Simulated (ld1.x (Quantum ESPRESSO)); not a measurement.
# PBE RRKJ dataset for N, scalar-relativistic all-electron reference.

```json
{
 "Element": "nitrogen (N)",
 "Generator": "ld1.x (Quantum ESPRESSO) 7.5",
 "Type": "norm-conserving RRKJ (Kleinman–Bylander form)",
 "Functional": "PBE",
 "Relativity": "scalar-relativistic",
 "Frozen core": "[He]",
 "Valence charge": "5",
 "Reference configuration": "2s2 2p2.5 (charge +0.5)",
 "Partial waves": "2s (bound): rc 1.00 bohr; 2p (bound): rc 1.20 bohr; 3d channel at 0.25 Ry: rc 1.10 bohr",
 "Local potential": "the d channel",
 "Core correction": "a·sin(br)/r model core inside 0.80 bohr",
 "rho0": "0.001"
}
```

* Cutoffs needed: 90 Ry and 120 Ry (the cutoffs (Ry, on a coarse ladder) from which the occupation-weighted sum of valence levels, in a spherical-Bessel basis at the reference potential, stays within 10 and 1 mRy of its value at 400 Ry)
* Ghost test: no extra level below or beside the all-electron valence levels (s, p, d, f tested) (spherical-Bessel basis up to 400 Ry, 20 bohr box)
* Largest excitation error: +330 meV (all-electron minus pseudo) for 2s2 2p0, out of 7 test configurations
